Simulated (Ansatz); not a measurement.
Total energies of the cluster WS4 (the lowest singlet isomer of a short search) from Ansatz at PBE0-D4/def2-TZVP, gas phase (1 Eh = 27.2114 eV = 2625.5 kJ/mol). The reference geometry is relaxed at PBE-D4/def2-SVP.

```xyz
5

W    -0.324    0.271    0.202
S    -1.247   -0.921    1.736
S    -1.760    0.982   -1.250
S     1.270   -0.723   -1.148
S     2.062    0.391    0.460
```

```csv
state,geometry,energy (Eh)
charge 0 singlet,reference,-1659.49455
charge 1 doublet,reference,-1659.17151
charge 1 doublet,relaxed at PBE-D4/def2-SVP,-1659.18833
charge 0 triplet,relaxed at PBE-D4/def2-SVP,-1659.49378
charge 0 quintet,relaxed at PBE-D4/def2-SVP,-1659.41008
```

In the def2 sets W takes a core potential; there is no spin–orbit coupling.

Problem. Work out the vertical ionisation energy to the doublet.

Solution. E(charge 1 doublet) − E(charge 0 singlet) = -1659.17151 − (-1659.49455) = 0.32304 Eh = 8.79 eV. For comparison, −ε of the highest occupied level is 7.14 eV at this level, 1.65 eV less.

Problem. How much does the charge 1 doublet relax, and what is the adiabatic ionisation energy?

Solution. Relaxation: -1659.17151 − (-1659.18833) = 0.01682 Eh = 0.46 eV. Adiabatic ionisation energy: 0.30622 Eh = 8.33 eV, without zero-point energy. 

Problem. Which of the charge 0 states is lowest, and how far above it are the others?

Solution. The singlet, but by less than the method's error, so the order isn't settled. triplet: -1659.49378 − (-1659.49455) = 0.00077 Eh = 2.0 kJ/mol; quintet: -1659.41008 − (-1659.49455) = 0.08447 Eh = 221.8 kJ/mol.

The structure comes from a short search, and lower isomers may exist.
